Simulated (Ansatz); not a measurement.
`O[Si]1([SnH3])CO1` + HCl → `O[Si]1(Cl)CO1` + `[SnH4]` at 298.15 K and 1 bar (cleavage of the Si–Sn bond).

Isolated molecules relaxed with PBE0-D4/def2-TZVP in Ansatz; ΔE leaves out vibrations. CCSD(T)/CBS is the MP2 limit (def2-TZVPP, def2-QZVPP) plus CCSD(T) − MP2 in def2-TZVPP, frozen cores. This one scheme is used for every species. Elements past krypton have def2 core potentials. For Sn outer-core shells are correlated without core-valence functions, which leaves a few kJ/mol of doubt a bond. One conformer a species, not always the lowest.

```csv
species,CCSD(T)/CBS energy (Eh),H − E (kJ/mol),S (J/(mol·K))
`O[Si]1([SnH3])CO1`,-695.13357,197.8,392.7
HCl,-460.38127,26.6,186.8
`O[Si]1(Cl)CO1`,-939.15161,142.3,324.5
`[SnH4]`,-216.39156,79.6,228.5
```

H − E and S are ideal-gas, rigid-rotor, harmonic terms from PBE0-D4/def2-TZVP, for one conformer and one mirror image of each species. 1 Eh = 2625.50 kJ/mol, R = 8.31446 J/(mol·K).

Q: By hand: ΔE, ΔH, ΔS and ΔG.

A: ΔE = (-939.15161) + (-216.39156) − (-695.13357) − (-460.38127) = -0.02833 Eh = -74.4 kJ/mol. Δ(H − E) = 142.3 + 79.6 − 197.8 − 26.6 = -2.5, so ΔH = -76.9 kJ/mol. ΔS = 324.5 + 228.5 − 392.7 − 186.8 = -26.5 J/(mol·K). ΔG = -76.9 − 298.15 × (-26.5)/1000 = -69.0 kJ/mol.

Q: By hand: the equilibrium constant, and the temperature at which ΔG would vanish if ΔH and ΔS stayed fixed.

A: log₁₀ K = −ΔG/(RT ln 10) = 12.1. ΔG = 0 at ΔH/ΔS = 2902 K, far beyond where these terms or the molecules hold.

ΔH outweighs TΔS. A doubt of 5 kJ/mol in ΔE shifts log₁₀ K by 0.9 here. Other conformers and mirror images would add mixing entropy, several J/(mol·K) or more a flexible species. Modes under 60 cm⁻¹, often nearly free rotors, make the harmonic entropy too high. These are equilibria of isolated gas molecules and say nothing of rates. Largest T1 diagnostic: 0.014 (customary marks: 0.02 for closed shells, 0.045 for open ones).
